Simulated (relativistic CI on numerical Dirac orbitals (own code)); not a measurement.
Cu⁴⁺: resonant inelastic scattering at the L2,3 edge

Computed with this model: Dirac-Coulomb-Breit CI, KLI orbitals optimised for each configuration, model QED (radiative potential, 1s self-energy scaled to tabulated hydrogen-like ionisation energies), Kramers-Heisenberg scattering through one core-hole configuration in a parametric crystal field, unscaled Slater integrals; configurations [Ar] 3d7 → [He] 2s2 2p5 3s2 3p6 3d8; 80 K; core-hole width 0.4 eV; summed over polarisations. Incident energies are the highest absorption maxima for each field (at most a few, so the weaker spin-orbit partner edge can be absent), on the computed scale of the free ion. Intensities are in per cent of the strongest line above 0.02 eV; levels within 1 cm⁻¹ are merged; final levels count from the ground level, the first row holds all elastic scattering, lines under 0.4 are left out and each table stops after 24 rows. The scale of the Slater integrals is a model choice and moves the terms in proportion.

Field parameters in Wybourne normalisation: D3d B²₀ = −7Dσ, B⁴₀ = −14Dq − 21Dτ, B⁴₃ = −14√(10/7) Dq; Oh B⁴₀ = 21Dq, B⁴₄ = √(5/14) B⁴₀. The field is a parameter set, without covalency.

S is read from ⟨S²⟩ = S(S + 1).

Oh, 10Dq = 21800 cm⁻¹:

```tsv
Final level (eV)	Degeneracy	Irrep	S	934.7 eV	938.4 eV	940.4 eV
0.000	2	Γ6	1.50	73.2	145.1	124.8
0.080	4	Γ8	1.50	69.9	100.0	72.9
0.199	4	Γ8	1.48	42.9	84.1	73.5
0.234	2	Γ7	1.50	12.9	2.9	7.7
1.087	4	Γ8	0.54	2.1	17.3	12.0
2.519	2	Γ6	1.49	3.0	4.6	33.5
2.526	4	Γ8	1.49	8.0	38.7	84.3
2.538	4	Γ8	1.47	9.3	35.7	56.5
2.597	2	Γ7	1.49	0.1	0.9	12.0
3.318	4	Γ8	0.52	0.5	11.8	45.0
3.422	2	Γ6	0.51	0.2	1.2	12.8
3.488	4	Γ8	0.54	0.3	0.4	7.0
3.522	2	Γ7	0.52	0.1	0.6	2.4
4.419	4	Γ8	0.57	0.1	4.6	27.1
4.537	2	Γ6	0.53	0.1	13.7	18.9
5.156	2	Γ7	1.49	0.6	0.2	2.4
5.161	4	Γ8	1.49	0.9	36.6	9.5
5.245	4	Γ8	1.48	1.0	6.3	16.7
5.286	4	Γ8	1.46	0.4	2.9	25.6
5.308	2	Γ6	1.46	0.2	7.3	81.7
5.562	2	Γ6	0.55	0.4	3.8	8.4
5.817	2	Γ7	0.52	0.2	0.2	2.0
5.872	4	Γ8	0.55	0.2	4.1	2.1
6.282	4	Γ8	0.51	0.4	2.7	18.0
```

D3d, 10Dq = 24400, Dσ = 390, Dτ = 310 cm⁻¹:

```
Final level (eV)  Degeneracy  Irrep     S  934.6 eV  938.6 eV  940.7 eV
           0.000           2     Γ4  1.50     205.0     241.4     151.6
           0.043           2     Γ4  1.48      39.1      55.7      37.4
           0.097           2  Γ5+Γ6  1.48      21.1      58.5      25.1
           0.164           2     Γ4  1.47      43.7      81.2      36.9
           0.457           2  Γ5+Γ6  1.35      65.5      65.6      92.9
           0.508           2     Γ4  1.42      17.2      49.0      37.8
           0.746           2     Γ4  0.71       5.5       7.4      21.6
           0.766           2  Γ5+Γ6  0.78      15.5       4.1       9.0
           2.971           2     Γ4  1.44       3.4       9.1     100.0
           2.975           2  Γ5+Γ6  1.45       2.4      33.3      41.4
           2.979           2     Γ4  1.46       8.6      48.0      15.1
           3.018           2     Γ4  1.48       1.4      14.8      49.8
           3.152           2  Γ5+Γ6  1.28       8.7      31.3      83.3
           3.208           2     Γ4  1.43       1.4       7.4      38.1
           3.325           2  Γ5+Γ6  0.81       3.4      11.4      22.6
           3.364           2     Γ4  0.59       0.5       3.3      19.5
           3.517           2     Γ4  0.64       0.6       6.4      29.4
           3.606           2     Γ4  0.56       0.3       7.2      26.1
           3.621           2  Γ5+Γ6  0.65       0.8       2.2       9.8
           3.649           2     Γ4  0.56       0.3       2.3       4.7
           4.558           2     Γ4  0.54       0.1       4.3      24.2
           4.604           2  Γ5+Γ6  0.53       0.0       5.3      22.3
           4.689           2     Γ4  0.52       0.1      18.5      31.3
           5.620           2     Γ4  1.49       1.1      13.4       9.9
```

D3d, 10Dq = 17050, Dσ = 1000, Dτ = 410 cm⁻¹:

| Final level (eV) | Degeneracy | Irrep | S | 937.4 eV | 938.4 eV | 940.5 eV |
| --- | --- | --- | --- | --- | --- | --- |
| 0.000 | 2 | Γ4 | 1.50 | 168.8 | 287.9 | 113.2 |
| 0.049 | 2 | Γ4 | 1.50 | 61.8 | 69.6 | 20.9 |
| 0.108 | 2 | Γ5+Γ6 | 1.50 | 12.7 | 61.3 | 9.9 |
| 0.177 | 2 | Γ4 | 1.50 | 7.4 | 66.9 | 23.2 |
| 0.707 | 2 | Γ5+Γ6 | 1.49 | 14.6 | 37.7 | 100.0 |
| 0.733 | 2 | Γ4 | 1.49 | 14.3 | 33.4 | 34.1 |
| 1.621 | 2 | Γ5+Γ6 | 0.53 | 3.0 | 10.1 | 13.0 |
| 1.622 | 2 | Γ4 | 0.52 | 3.3 | 17.8 | 8.5 |
| 2.162 | 2 | Γ4 | 1.50 | 20.8 | 25.8 | 49.6 |
| 2.172 | 2 | Γ5+Γ6 | 1.49 | 17.0 | 39.5 | 7.5 |
| 2.184 | 2 | Γ4 | 1.49 | 8.3 | 34.5 | 25.8 |
| 2.209 | 2 | Γ4 | 1.49 | 16.1 | 7.1 | 27.7 |
| 2.571 | 2 | Γ5+Γ6 | 1.48 | 16.7 | 20.4 | 51.1 |
| 2.588 | 2 | Γ4 | 1.49 | 21.5 | 6.0 | 18.0 |
| 3.297 | 2 | Γ5+Γ6 | 0.53 | 0.8 | 6.0 | 8.2 |
| 3.375 | 2 | Γ4 | 0.51 | 1.7 | 1.1 | 7.5 |
| 3.532 | 2 | Γ4 | 0.52 | 1.0 | 3.4 | 10.4 |
| 3.645 | 2 | Γ5+Γ6 | 0.52 | 1.3 | 3.0 | 6.4 |
| 3.672 | 2 | Γ4 | 0.51 | 0.8 | 4.0 | 8.3 |
| 3.757 | 2 | Γ4 | 0.51 | 0.5 | 2.8 | 14.2 |
| 4.543 | 2 | Γ4 | 0.70 | 1.1 | 2.4 | 17.3 |
| 4.609 | 2 | Γ5+Γ6 | 1.01 | 1.9 | 17.2 | 23.4 |
| 4.651 | 2 | Γ4 | 1.47 | 2.4 | 8.4 | 7.2 |
| 4.677 | 2 | Γ5+Γ6 | 1.25 | 6.6 | 5.6 | 3.4 |

For the first field the strongest loss at the lowest incident energy is the level at 0.08 eV (S = 1.50, against 1.50 in the thermal ground state). Levels of other spin, the first over 8 % at 1.09 eV, appear because spin-orbit coupling of the core hole, and in heavier ions of the valence shell too, mixes spins.
